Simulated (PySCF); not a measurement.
F₆Mo, SMILES [F][Mo-]([F])([F])([F])([F])[F] (connectivity only; charge and spin as stated), charge -1, multiplicity 2.

Geometry optimised at PBE0-D3(BJ)/def2-SVPD. The spin state was assumed, not searched. The def2 effective core potentials stand for the cores of Mo; spin–orbit coupling is left out.

Method: PBE0/def2-SVPD (PySCF).

Estimate the frontier levels, dipole moment and polarisability. (The exact figures need the calculation; the answer reports its results.)


```json
{
 "α spin, highest occupied and lowest empty level": "-2.42 and 0.57 eV",
 "β spin, highest occupied and lowest empty level": "-6.27 and 1.02 eV",
 "dipole_moment_about_the_centre_of_nuclear_charge": "0.00 D",
 "mean_static_polarisability": "52.3 bohr³ (7.76 Å³)",
 "polarisability_principal_values": "51.6, 52.6, 52.8 bohr³",
 "⟨S²⟩": "0.753 (pure state 0.75)"
}
```
